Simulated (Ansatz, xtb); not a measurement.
# C5H7FN2Si: which of two isomers lies lower

We compare a, `N#C[C@@H]1CN=C[C@@H]1[SiH2]F`, a singlet, with b, `C[SiH2]c1ncncc1F`, a singlet. Both are isolated molecules in the gas phase, relaxed with B3LYP/def2-SVP; the shapes shown needn't be the lowest conformers.

a (Å):

```xyz
16

C    -2.5469    0.5531   -0.5795
C    -1.7149    0.1741    0.5626
C    -1.5986    1.2901    1.6606
C     0.4604    0.4614    1.4410
C    -0.2223   -0.1385    0.2281
F     2.0931    0.2915   -1.3014
N    -3.1877    0.8737   -1.4914
N    -0.2457    1.2057    2.1928
Si    0.4870    0.5719   -1.3965
H    -2.1716   -0.7222    1.0137
H    -2.3424    1.1580    2.4614
H    -1.7593    2.2971    1.2378
H     1.5252    0.2914    1.6486
H    -0.0380   -1.2258    0.1702
H    -0.0421   -0.1555   -2.5753
H     0.2769    2.0381   -1.4873
```

b (Å):

```json
{"atom": "C", "x (Å)": "-2.0978", "y (Å)": "-1.1519", "z (Å)": "-2.4245"}
{"atom": "C", "x (Å)": "0.6427", "y (Å)": "-0.3767", "z (Å)": "-1.2470"}
{"atom": "C", "x (Å)": "0.5531", "y (Å)": "1.3458", "z (Å)": "0.2720"}
{"atom": "C", "x (Å)": "2.6107", "y (Å)": "0.4777", "z (Å)": "-0.1423"}
{"atom": "C", "x (Å)": "2.0247", "y (Å)": "-0.4131", "z (Å)": "-1.0382"}
{"atom": "F", "x (Å)": "2.7786", "y (Å)": "-1.3009", "z (Å)": "-1.6973"}
{"atom": "N", "x (Å)": "-0.0861", "y (Å)": "0.5291", "z (Å)": "-0.5671"}
{"atom": "N", "x (Å)": "1.8652", "y (Å)": "1.3642", "z (Å)": "0.5174"}
{"atom": "Si", "x (Å)": "-0.2653", "y (Å)": "-1.5535", "z (Å)": "-2.4533"}
{"atom": "H", "x (Å)": "-2.6555", "y (Å)": "-1.8136", "z (Å)": "-3.1062"}
{"atom": "H", "x (Å)": "-2.5020", "y (Å)": "-1.2721", "z (Å)": "-1.4077"}
{"atom": "H", "x (Å)": "-2.2679", "y (Å)": "-0.1079", "z (Å)": "-2.7296"}
{"atom": "H", "x (Å)": "0.3220", "y (Å)": "-1.3705", "z (Å)": "-3.8136"}
{"atom": "H", "x (Å)": "0.0021", "y (Å)": "-2.9580", "z (Å)": "-2.0235"}
{"atom": "H", "x (Å)": "-0.0606", "y (Å)": "2.0746", "z (Å)": "0.8145"}
{"atom": "H", "x (Å)": "3.6930", "y (Å)": "0.4619", "z (Å)": "0.0325"}
```

Quicker runs give these differences E(b) − E(a): GFN2-xTB +92.7 kJ/mol; HF/STO-3G +5.0 kJ/mol (at GFN2-xTB geometries); r2SCAN-D4/def2-SVP +45.6 kJ/mol (at GFN2-xTB geometries).

Problem. Estimate E(b) − E(a) at the level CCSD(T)/def2-SVP + ΔMP2/def2-TZVPP.

Solution. Calculated at CCSD(T)/def2-SVP + ΔMP2/def2-TZVPP: E(b) − E(a) = +126.4 kJ/mol, so structure a lies lower.

The same difference at several levels:

```json
{"level": "GFN2-xTB", "geometry": "GFN2-xTB", "E(b) − E(a) (kJ/mol)": "+92.7", "departure from the last row (kJ/mol)": "−33.7", "job, with rough time for the two": "optimisation, 0.21 s"}
{"level": "HF/STO-3G", "geometry": "GFN2-xTB", "E(b) − E(a) (kJ/mol)": "+5.0", "departure from the last row (kJ/mol)": "−121.4", "job, with rough time for the two": "single point, 0.56 s"}
{"level": "r2SCAN-D4/def2-SVP", "geometry": "GFN2-xTB", "E(b) − E(a) (kJ/mol)": "+45.6", "departure from the last row (kJ/mol)": "−80.8", "job, with rough time for the two": "single point, 5.4 s"}
{"level": "B3LYP/def2-SVP", "geometry": "B3LYP/def2-SVP", "E(b) − E(a) (kJ/mol)": "+53.4", "departure from the last row (kJ/mol)": "−73.0", "job, with rough time for the two": "optimisation, 60 s"}
{"level": "HF/def2-SVP", "geometry": "B3LYP/def2-SVP", "E(b) − E(a) (kJ/mol)": "+102.1", "departure from the last row (kJ/mol)": "−24.3", "job, with rough time for the two": "part of the CCSD(T) run"}
{"level": "MP2/def2-SVP", "geometry": "B3LYP/def2-SVP", "E(b) − E(a) (kJ/mol)": "+115.0", "departure from the last row (kJ/mol)": "−11.4", "job, with rough time for the two": "part of the CCSD(T) run"}
{"level": "CCSD(T)/def2-SVP", "geometry": "B3LYP/def2-SVP", "E(b) − E(a) (kJ/mol)": "+111.7", "departure from the last row (kJ/mol)": "−14.7", "job, with rough time for the two": "single point"}
{"level": "CCSD(T)/def2-SVP + ΔMP2/def2-TZVPP", "geometry": "B3LYP/def2-SVP", "E(b) − E(a) (kJ/mol)": "+126.4", "departure from the last row (kJ/mol)": "", "job, with rough time for the two": "single point, 3.1 min"}
```

As drawn, b has 1 C–Si, 4 C∷N, 2 C∷C, 1 C–F in place of 1 C≡N, 4 C–C, 1 C–N, 1 C=N, 1 F–Si (∷ is an aromatic bond). Structure a has a 5-membered ring, b a 6-membered ring (with an aromatic ring).

The levels shown agree on the order. The largest departure from CCSD(T)/def2-SVP + ΔMP2/def2-TZVPP is that of HF/STO-3G, 121.4 kJ/mol. The last row adds to CCSD(T) the change of the MP2 difference between the two basis sets, here +14.7 kJ/mol, a large step that makes the value less sure.

With thermal terms from frequencies at re-optimised GFN2-xTB minima (ideal gas, soft modes damped towards free rotors, one conformer each, 298.15 K, 1 atm): the zero-point term adds −5.5 kJ/mol; ΔH is +121.8 and ΔG +120.4 kJ/mol.

The correlated steps freeze 13 core orbitals. Mirror images aren't counted in ΔG. Programs: Ansatz 0.2.0, xtb 6.7.1; the last row on 4 threads of Arm Neoverse V1 on a shared host.
